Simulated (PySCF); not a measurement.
Electrostatic potential from atomic charges

Species: `COC1=C[P-]C=C1C(C)C`, charge -1. Coordinates (GFN2-xTB, Å) and charges (e) from the PBE0/pcSseg-1 density (PySCF):

```json
{"atom": "C1", "x": "2.973", "y": "-1.168", "z": "-0.140", "Mulliken": "-0.0048", "IAO": "-0.1851", "Hirshfeld": "-0.0534", "ESP-fitted": "-0.0182"}
{"atom": "O2", "x": "1.612", "y": "-0.974", "z": "0.062", "Mulliken": "-0.5320", "IAO": "-0.3736", "Hirshfeld": "-0.1386", "ESP-fitted": "-0.3278"}
{"atom": "C3", "x": "1.169", "y": "0.358", "z": "-0.069", "Mulliken": "+0.1897", "IAO": "+0.0988", "Hirshfeld": "-0.0021", "ESP-fitted": "+0.2485"}
{"atom": "C4", "x": "1.941", "y": "1.460", "z": "-0.349", "Mulliken": "-0.4307", "IAO": "-0.5195", "Hirshfeld": "-0.2228", "ESP-fitted": "-0.3156"}
{"atom": "P5", "x": "0.985", "y": "2.922", "z": "-0.435", "Mulliken": "+0.0858", "IAO": "+0.0217", "Hirshfeld": "-0.2418", "ESP-fitted": "-0.5176"}
{"atom": "C6", "x": "-0.447", "y": "1.994", "z": "-0.091", "Mulliken": "-0.3999", "IAO": "-0.4626", "Hirshfeld": "-0.1955", "ESP-fitted": "-0.1958"}
{"atom": "C7", "x": "-0.200", "y": "0.647", "z": "0.089", "Mulliken": "-0.1851", "IAO": "-0.1114", "Hirshfeld": "-0.0764", "ESP-fitted": "-0.3567"}
{"atom": "C8", "x": "-1.218", "y": "-0.425", "z": "0.372", "Mulliken": "-0.2475", "IAO": "-0.0884", "Hirshfeld": "-0.0279", "ESP-fitted": "+0.6482"}
{"atom": "C9", "x": "-1.736", "y": "-1.019", "z": "-0.942", "Mulliken": "-0.1936", "IAO": "-0.4100", "Hirshfeld": "-0.1324", "ESP-fitted": "-0.4873"}
{"atom": "C10", "x": "-2.386", "y": "0.084", "z": "1.217", "Mulliken": "-0.1977", "IAO": "-0.4081", "Hirshfeld": "-0.1288", "ESP-fitted": "-0.4828"}
{"atom": "H11", "x": "3.287", "y": "-0.855", "z": "-1.147", "Mulliken": "+0.0752", "IAO": "+0.1132", "Hirshfeld": "+0.0227", "ESP-fitted": "+0.0243"}
{"atom": "H12", "x": "3.159", "y": "-2.240", "z": "-0.027", "Mulliken": "+0.0829", "IAO": "+0.1268", "Hirshfeld": "+0.0273", "ESP-fitted": "+0.0584"}
{"atom": "H13", "x": "3.581", "y": "-0.619", "z": "0.593", "Mulliken": "+0.0743", "IAO": "+0.1121", "Hirshfeld": "+0.0223", "ESP-fitted": "+0.0188"}
{"atom": "H14", "x": "3.009", "y": "1.469", "z": "-0.504", "Mulliken": "+0.0469", "IAO": "+0.1152", "Hirshfeld": "-0.0031", "ESP-fitted": "+0.1602"}
{"atom": "H15", "x": "-1.421", "y": "2.457", "z": "-0.026", "Mulliken": "+0.0253", "IAO": "+0.1121", "Hirshfeld": "+0.0005", "ESP-fitted": "+0.1411"}
{"atom": "H16", "x": "-0.709", "y": "-1.224", "z": "0.925", "Mulliken": "+0.0895", "IAO": "+0.1231", "Hirshfeld": "+0.0162", "ESP-fitted": "-0.1036"}
{"atom": "H17", "x": "-0.904", "y": "-1.431", "z": "-1.508", "Mulliken": "+0.1103", "IAO": "+0.1387", "Hirshfeld": "+0.0269", "ESP-fitted": "+0.1053"}
{"atom": "H18", "x": "-2.208", "y": "-0.241", "z": "-1.541", "Mulliken": "+0.0886", "IAO": "+0.1279", "Hirshfeld": "+0.0242", "ESP-fitted": "+0.0988"}
{"atom": "H19", "x": "-2.465", "y": "-1.812", "z": "-0.760", "Mulliken": "+0.0586", "IAO": "+0.1008", "Hirshfeld": "+0.0122", "ESP-fitted": "+0.0544"}
{"atom": "H20", "x": "-3.057", "y": "-0.736", "z": "1.484", "Mulliken": "+0.0694", "IAO": "+0.1084", "Hirshfeld": "+0.0169", "ESP-fitted": "+0.0752"}
{"atom": "H21", "x": "-2.957", "y": "0.827", "z": "0.665", "Mulliken": "+0.0897", "IAO": "+0.1241", "Hirshfeld": "+0.0267", "ESP-fitted": "+0.0901"}
{"atom": "H22", "x": "-2.017", "y": "0.547", "z": "2.131", "Mulliken": "+0.1051", "IAO": "+0.1360", "Hirshfeld": "+0.0277", "ESP-fitted": "+0.0820"}
```

Points outside the species (Å): A (-1.4, 0.0, 7.3); B (-5.2, -2.3, 3.0); C (9.9, -2.5, -2.8); D (1.8, 0.4, -5.7).

Find the potential V = 14.3996 V·Å × Σ q/r of each set of charges at these points.

In volts:

```csv
point,nearest atom,distance (Å),Mulliken,IAO,Hirshfeld,ESP-fitted
A,H22,5.23,-1.880,-1.856,-1.807,-1.798
B,H20,3.06,-2.004,-1.996,-1.997,-1.943
C,H11,7.01,-1.352,-1.340,-1.368,-1.329
D,H11,4.95,-2.424,-2.461,-2.401,-2.415
```

How far are the other sets from the ESP-fitted one at these points?

Root-mean-square difference: Hirshfeld 0.035 V, IAO 0.046 V, Mulliken 0.053 V. The ESP scheme is a least-squares fit of atom-centred charges to the potential on four shells outside the van der Waals surface, with the total charge fixed.

What energy would a point charge of +3 e have at D in the field of the ESP charges, leaving out polarisation?

-7.245 eV = -699.0 kJ/mol, an attraction. The total charge alone, placed at the mean of the coordinates, would give -7.211 eV.

The structure is a single GFN2-xTB conformer in the gas phase; no vibrational or solvent corrections. The pcSseg-1 basis has no diffuse functions, a weakness for an anion.

Shape of the structure used: `[CH3:1][O:2][c:3]1[cH:4][p-:5][cH:6][c:7]1[CH:8]([CH3:9])[CH3:10]`: C1–O2–C3–C4 -1°, C6–C7–C8–C9 90°.
